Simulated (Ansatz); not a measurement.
Kohn–Sham single points on C3H7GaO (`C=[C]([GaH2])OC`).

```yaml
crystal:
  periodic: [false, false, false]
  atoms:
    - {symbol: C, position_ang: [-0.475794, 1.243882, -0.187122]}
    - {symbol: C, position_ang: [-0.078832, 0.106895, 0.402280]}
    - {symbol: Ga, position_ang: [-0.180347, -0.068316, 2.356635]}
    - {symbol: O, position_ang: [0.406443, -0.977689, -0.250063]}
    - {symbol: C, position_ang: [0.500493, -0.897281, -1.654115]}
    - {symbol: H, position_ang: [-0.847842, 2.049977, 0.431909]}
    - {symbol: H, position_ang: [-0.452306, 1.420758, -1.257109]}
    - {symbol: H, position_ang: [-0.736284, 1.172910, 3.138697]}
    - {symbol: H, position_ang: [0.273353, -1.381673, 3.078374]}
    - {symbol: H, position_ang: [0.906440, -1.849042, -1.992822]}
    - {symbol: H, position_ang: [1.168626, -0.084146, -1.959153]}
    - {symbol: H, position_ang: [-0.483959, -0.736276, -2.107511]}
basis:
  gaussian: {orbitals: def2-TZVPP}
hamiltonian: {xc: {name: B97M-V}}
output: {orbitals: {seedname: orbitals}}
```

```sh
$ ansatz run in.yaml --threads 4 --pin off --events-out ev --progress --plain --max-ram 10444MiB
```

It prints (some lines left out):

```
Functional definition: B97M-V
1472 factors; their error is unknown
mean field evaluation 1: about -57630.4749 eV, gradient 6.5e1 eV
mean field evaluation 2: about -57593.6240 eV, gradient 1.2e2 eV
mean field evaluation 4: about -57640.1671 eV, gradient 7.7e0 eV
mean field evaluation 8: about -57640.3021 eV, gradient 1.9e-1 eV
mean field evaluation 16: about -57640.2758 eV, gradient 2.4e-3 eV
mean field -57640.27582381 eV, -2118.2410665428 hartree, gradient 4.0e-5 eV, S^2 0.000000; 0 other end points of the search recorded, 0 dependent functions left out
reference -57640.27589371 eV, -2118.2410691117 hartree; 32, 32 occupied and 238, 238 virtual orbitals, 1472 factors
Total energy: -57640.27589371 eV, -2118.2410691117 hartree
```

It took 10 s on 4 threads of an Arm Neoverse V2 on a shared host, with 0.46 GiB of host memory at the peak.

The same input with `hamiltonian: {xc: {name: PBE-QIDH}}` (abridged; 7 s):

```
Functional definition: PBE-QIDH
mean field evaluation 16: about -57617.7514 eV, gradient 3.1e-4 eV
mean field -57617.75141859 eV, -2117.4133099187 hartree, gradient 9.9e-6 eV, S^2 0.000000
13 core orbitals not correlated: weight in the atoms' cores, before any rotation towards them, 1.000 or more for the frozen orbitals, at most 0.000 for the correlated occupied ones
second order -29.72984696 eV of doubles, -0.00000000 eV of singles
Total energy: -57627.66138215 eV, -2117.7774943622 hartree
```

The same input with `hamiltonian: {xc: {name: revPBE}, dispersion: d4}` (abridged; 2.3 s):

```
Functional definition: revPBE
mean field evaluation 16: about -57645.2955 eV, gradient 3.4e-3 eV
mean field -57645.29549127 eV, -2118.4255359194 hartree, gradient 2.6e-5 eV, S^2 0.000000
Total energy: -57646.08617845 eV, -2118.4545931374 hartree
```

Changing it to `hamiltonian: {xc: hse06, dispersion: d4}` (abridged; 3.5 s):

```
Functional definition: HSE06
mean field evaluation 16: about -57637.3250 eV, gradient 2.9e-4 eV
mean field -57637.32500100 eV, -2118.1326258045 hartree, gradient 7.8e-5 eV, S^2 0.000000
Total energy: -57637.52371026 eV, -2118.1399282352 hartree
```

With the line `hamiltonian: {xc: {name: r2SCANh}, dispersion: d4}` (abridged; 6 s):

```
Functional definition: r2SCANh
mean field evaluation 16: about -57646.8623 eV, gradient 6.2e-4 eV
mean field -57646.86226070 eV, -2118.4831136342 hartree, gradient 1.9e-5 eV, S^2 0.000000
Total energy: -57646.92904518 eV, -2118.4855679183 hartree
```

With the line `hamiltonian: {xc: {name: wB97X-V}}` (abridged; 8 s):

```
Functional definition: wB97X-V
mean field evaluation 16: about -57644.3200 eV, gradient 1.2e-4 eV
mean field -57644.32000076 eV, -2118.3896873046 hartree, gradient 3.5e-5 eV, S^2 0.000000
Total energy: -57644.31999843 eV, -2118.3896872187 hartree
```

HSE06 is the plane-wave form, built on full-range PBE exchange.
